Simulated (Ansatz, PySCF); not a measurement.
Species: CH2Cl3Si (charge -1, singlet). It need not be the lowest isomer of its formula. Whether it binds its extra electron was not tested at this geometry. 
Structure (B3LYP-D3(BJ)/def2-TZVP (Ansatz, a first-principles code) minimum search):
```xyz
7

Si    -0.4734    -0.0092     0.0611
Cl     0.2883     1.8355    -0.6418
Cl     0.2751    -1.4964    -1.2447
Cl     0.9156    -0.3131     1.7100
C     -2.1874    -0.0278     0.2011
H     -2.6918     0.8301     0.6333
H     -2.6989    -0.9788     0.3060
```
Charge -1, spin multiplicity 1.

Total electronic energies in hartree. Cores are frozen in the correlated levels unless marked. Spin-orbit coupling is left out. Non-relativistic. CBS marks a two-point X^-3 extrapolation of the correlation energy; Hartree-Fock from the larger set. [CCSD(T)-MP2]/basis is that difference in the basis named.

```
level                                                                             program  energy (Eh)
-------------------------------------------------------------------------  --------------  -----------
HF/def2-TZVPD                                                                       PySCF  -1706.68811
HF/aug-cc-pV(Q+d)Z                                                                 Ansatz  -1706.73557
BLYP-D3(BJ)/def2-TZVPD                                                     Ansatz + dftd3  -1709.64311
revPBE-D4/def2-TZVPD                                                       Ansatz + dftd4  -1709.35617
r2SCAN/def2-TZVPD                                                                  Ansatz          ___
PBE0-D4/def2-TZVPD                                                         Ansatz + dftd4  -1709.04438
PBE0/def2-TZVPD                                                                    Ansatz  -1709.03517
LC-wPBE-D4/def2-TZVPD                                                      Ansatz + dftd4  -1709.17331
MP2/STO-3G                                                                         Ansatz  -1688.03272
MP2/6-31G                                                                          Ansatz  -1706.67496
SCS-MP2/STO-3G                                                                     Ansatz  -1688.03940
SCS-MP2/6-31G*                                                                     Ansatz  -1707.12501
CCSD(T)/cc-pV(D+d)Z                                                                Ansatz  -1707.36021
CCSD(T) with core electrons (1s frozen past Ne)/cc-pwCVTZ                          Ansatz  -1708.82301
RI-MP2/CBS(aug-cc-pV(T+d)Z,aug-cc-pV(Q+d)Z)+[CCSD(T)-MP2]/aug-cc-pV(T+d)Z          Ansatz   -1707.8475
```

Question: Complete the blanks.

Answer: 
- r2SCAN/def2-TZVPD, energy (Eh): -1709.52112
